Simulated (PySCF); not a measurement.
H2OSi. Atoms are numbered in the order given.

```xyz
4

Si     0.0000     0.0000     0.4374
O      0.0000     0.0000    -1.0821
H      0.0000    -1.2270     1.2664
H      0.0000     1.2270     1.2664
```

Geometry: B3LYP-D3(BJ)/def2-TZVP.

The numbers are results of ωB97X/def2-TZVPD in PySCF, not measurements.

Mulliken values depend strongly on the basis, most of all with diffuse functions as here. Atomic charges (e):

```
atom  meta-Löwdin  Mulliken
----  -----------  --------
Si1    (withheld)      0.48
O2     (withheld)     -0.39
H3     (withheld)     -0.05
H4     (withheld)     -0.05
```

Task: What belongs in the gaps? (The exact figures need the calculation; the answer reports its results.)

Result: 
- Si1, meta-Löwdin: 1.01
- O2, meta-Löwdin: -0.78
- H3, meta-Löwdin: -0.12
- H4, meta-Löwdin: -0.12
